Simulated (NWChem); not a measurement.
Molecule: CHF, singlet; SMILES [CH]F

Computed with NWChem. Low-valent species are run as closed-shell singlets; no triplet was tried in these runs. Each level has its own optimisation; frequencies are unscaled.

```csv
level,r C–F (Å),r C–H (Å),highest harmonic frequency (cm⁻¹),lowest (cm⁻¹),zero-point energy (kcal/mol)
CAM-B3LYP/def2-SVP,1.294,1.132,2820,1307,8.0
BLYP/def2-SVP,1.320,1.149,2623,1186,7.4
PBE/def2-SVP,1.312,1.152,2635,1220,7.5
Hartree-Fock/STO-3G,1.311,1.142,3288,1489,9.2
PBE0-D3(BJ)/def2-TZVP,1.301,1.126,2774,1248,7.8
```
